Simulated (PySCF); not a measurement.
C5H6F3O (doublet state).
Z-matrix (Å and degrees, GFN2-xTB geometry), rows numbered from 1:
```
C 
C   1  1.4662
O   2  1.4278  1  109.23
C   3  1.3241  2  118.76  1   177.57
F   4  1.3453  3  115.08  2    -2.06
C   4  1.3302  3  125.55  2   178.10
C   6  1.4886  4  122.42  3    -0.57
F   7  1.3599  6  111.04  4  -121.94
F   7  1.3598  6  111.17  4   121.23
H   1  1.0693  2  119.92  3    -3.82
H   1  1.0699  2  119.19  3   177.09
H   2  1.1061  1  111.26  3   120.99
H   2  1.1052  1  111.28  3  -121.02
H   6  1.0758  4  120.06  3   179.66
H   7  1.0993  6  113.10  4    -0.38
```

The hyperfine couplings belong to this conformer and change with its torsions.

Identity: `[CH2]CO/C(F)=C\C(F)F` [radical].

Theory: PySCF 2.14.0, UKS B3LYP, pcH-1 on C F H O, non-relativistic, mean-field spin-orbit, GIAO. Isolated species at its GFN2-xTB geometry (one conformer only). The geometry wasn't refined by DFT: couplings that depend on bond lengths, twists or pyramidal angles can differ widely from those at the functional's own minimum. No stability test was run, so a lower SCF solution isn't excluded.

Principal values of hyperfine tensors in MHz (contact and dipolar terms together), for some of the nuclei:

```csv
atom,isotope,A1,A2,A3
H13,1H,115.59,117.00,130.44
C1,13C,4.82,5.41,253.31
H10,1H,-107.14,-66.94,-26.55
H11,1H,-104.31,-64.93,-24.06
C2,13C,-43.49,-40.40,-38.78
O3,17O,0.29,2.20,2.39
C4,13C,-1.74,-1.58,-0.83
F5,19F,-1.95,1.16,3.34
```

Q: Split each tensor into its isotropic and traceless parts, and turn a_iso into mT with g = 2.0026.

A: a_iso is a third of the trace, T = A − a_iso, and a(mT) = a(MHz)/(g × 13.996).

```csv
atom,a_iso (MHz),a_iso (mT),T1,T2,T3
H13,121.01,4.317,-5.42,-4.01,9.43
C1,87.85,3.134,-83.03,-82.44,165.46
H10,-66.88,-2.386,-40.26,-0.07,40.33
H11,-64.43,-2.299,-39.87,-0.50,40.37
C2,-40.89,-1.459,-2.60,0.49,2.11
O3,1.63,0.058,-1.33,0.57,0.76
C4,-1.38,-0.049,-0.36,-0.19,0.55
F5,0.85,0.030,-2.80,0.31,2.49
```

Q: What spin density at the nucleus of O3 lies behind its contact coupling (g_N = -0.75752)?

A: a_FC = (2μ0/3) gₑ μB g_N μN ρ(0)/(2S·h) = 800.24 MHz × g_N × ρ(0)/(2S), with ρ in bohr⁻³. With a_FC = 1.63 MHz and 2S = 1, ρ(0) = -0.002684 bohr⁻³. The nuclear moment is negative, so coupling and spin density have opposite signs.

Q: H12 (1H, g_N = 5.58569) isn't in the table. Its spin density at the nucleus is 0.03004 bohr⁻³. What is its contact coupling?

A: By the same relation, a_FC = 134.3 MHz. Its full tensor has the principal values 128.55, 130.80, 143.48 MHz.

Q: Name the largest traceless tensor T of the table and describe it.

A: C1: -83.0, -82.4, 165.5 MHz, axial, in the ratio −1:−1:+2, the form that spin in one p orbital centred on that nucleus gives.

Q: What first-order splitting does H13 cause when the field lies along A1, A2 or A3 of its tensor (g taken as isotropic, no quadrupole term)?

A: 2 lines (I = 1/2), spaced by |A_i|/(g × 13.996): 4.12, 4.17, 4.65 mT along the axes of A1, A2 and A3.
